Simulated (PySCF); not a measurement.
Be(SMe)(GeH3) (CH6BeGeS), SMILES [GeH3][Be][S]C.

Geometry: B3LYP-D3(BJ)/def2-SVP. The structure was generated by enumeration; whether it is a known compound was not checked. The values are those of a single conformer.

These are PySCF with TDA-CAM-B3LYP/def2-SVPD values and carry that method's errors.

Vertical excitations. 

Computed lowest excited states:
```csv
state,energy (eV),λ (nm),f,main pairs
S1,4.40,282,0.000,HOMO→LUMO 95 %
S2,5.21,238,0.022,HOMO−1→LUMO 86 %
S3,5.78,214,0.161,HOMO→LUMO+1 80 %
S4,5.84,212,0.014,HOMO−1→LUMO+1 88 %
S5,6.26,198,0.054,HOMO→LUMO+2 79 %
S6,6.49,191,0.048,HOMO−2→LUMO 85 %
S7,6.85,181,0.005,"HOMO→LUMO+4 47 %, HOMO→LUMO+6 16 %, HOMO→LUMO+3 13 %, HOMO−2→LUMO+1 9 %"
S8,6.91,179,0.378,HOMO−1→LUMO+2 88 %
S9,7.08,175,0.008,"HOMO−4→LUMO 69 %, HOMO−2→LUMO+1 19 %"
S10,7.16,173,0.041,"HOMO−2→LUMO+1 54 %, HOMO−4→LUMO 20 %"
T1,4.16,298,0,HOMO→LUMO 92 %
T2,4.44,279,0,HOMO−1→LUMO 90 %
T3,4.74,261,0,HOMO→LUMO+1 92 %
T4,5.00,248,0,HOMO−1→LUMO+1 89 %
```
Triplets are in the Tamm–Dancoff approximation.
